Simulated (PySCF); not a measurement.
**Multinuclear NMR of C7H9NOSi**

Mapped SMILES: `[N:1]#[C:2][Si@H:3]([CH:4]=[O:5])/[CH:6]=[CH:7]/[CH:8]1[CH2:9][CH2:10]1`. Hydrogens are named by the atom that carries them. Ha(C9), Ha(C10) are cis to C7 on the ring; Hb(C9), Hb(C10) are trans to C7 on the ring.

[PySCF 2.14.0 with density-fitted response routines: GFN2-xTB geometry; NMR shieldings at PBE0/pcSseg-1/GIAO; in vacuum; non-relativistic Hamiltonian; single conformer]

Q: Predict the $^{29}$Si NMR data.

A: 
```csv
atoms,environment,σ (ppm),δ (ppm)
Si3,"silicon bonded to 3 C, H",425.2,-69.5
```

Shieldings were converted by a linear fit to measured shifts: $^{29}$Si (scatter 8.9 ppm rms, 25.8 ppm with the 6 outliers that the fit left out vs TMS, solution or neat liquid). Occasional misses reach two or three times the rms, and more in compound classes unlike the fitted ones.

On a 300 MHz spectrometer $^{29}$Si resonates near 59.6 MHz, so 1 ppm is 59.6 Hz.

Q: What are the $^{15}$N shifts?

A: 
```tsv
atoms	environment	σ (ppm)	δ (ppm)
N1	nitrile nitrogen	-99.6	-56.3
```

Shieldings were converted by a linear fit to measured shifts: $^{15}$N (scatter 6.3 ppm rms vs CH3NO2, solution or neat liquid). A few per cent of atoms miss by over 2 rms, more outside the fitted compound classes.

On a 300 MHz spectrometer $^{15}$N resonates near 30.4 MHz, so 1 ppm is 30.4 Hz.

Q: Where does $^{17}$O resonate?

A: 
```json
{"atoms": "O5", "environment": "carbonyl oxygen", "σ (ppm)": "-607.1", "δ (ppm)": "819.7"}
```

Shieldings were converted by a linear fit to measured shifts: $^{17}$O: δ = 266.70 − 0.911σ (rms 10.7 ppm, 155 shifts, 12.2 ppm with the 3 outliers that the fit left out vs liquid water, solution or neat liquid). A few per cent of atoms miss by over 2 rms, more outside the fitted compound classes.

On a 600 MHz spectrometer $^{17}$O resonates near 81.3 MHz, so 1 ppm is 81.3 Hz.
